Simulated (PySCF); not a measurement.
C4H3BrClF, SMILES C=C(F)/C(Br)=C/Cl.

Geometry: B3LYP-D3(BJ)/def2-SVP. The structure was generated by enumeration; whether it is a known compound was not checked. One conformer was computed; it need not be the lowest.

Level of theory: TDDFT-CAM-B3LYP/def2-SVPD (PySCF 2.14.0).

Vertical excitations. Isolated molecule, no solvent. State labels are in the subgroup Cs.

Computed lowest excited states:
```tsv
state	symmetry	energy (eV)	λ (nm)	f	main pairs
S1	A"	5.24	237	0.000	HOMO→LUMO+1 86 %
S2	A'	5.40	230	0.593	HOMO→LUMO 98 %
S3	A'	6.11	203	0.063	HOMO−1→LUMO 98 %
S4	A"	6.13	202	0.000	HOMO−2→LUMO 98 %
S5	A'	6.41	194	0.000	HOMO−2→LUMO+1 89 %
S6	A"	6.47	192	0.002	HOMO−1→LUMO+1 77 %
S7	A"	6.74	184	0.000	HOMO−3→LUMO 95 %
S8	A"	6.87	180	0.014	HOMO→LUMO+2 82 %
S9	A"	7.11	174	0.006	HOMO→LUMO+3 44 %, HOMO→LUMO+4 27 %
S10	A'	7.50	165	0.022	HOMO−4→LUMO 89 %
T1	A'	3.03	410	0	HOMO→LUMO 91 %
T2	A'	4.51	275	0	HOMO−1→LUMO 63 %, HOMO→LUMO+7 18 %
T3	A"	4.84	256	0	HOMO→LUMO+1 76 %, HOMO−1→LUMO+1 14 %
T4	A'	5.71	217	0	HOMO−2→LUMO+1 84 %
```
Triplets are in the Tamm–Dancoff approximation, which puts them higher than full response would, so one can lie above its singlet here.
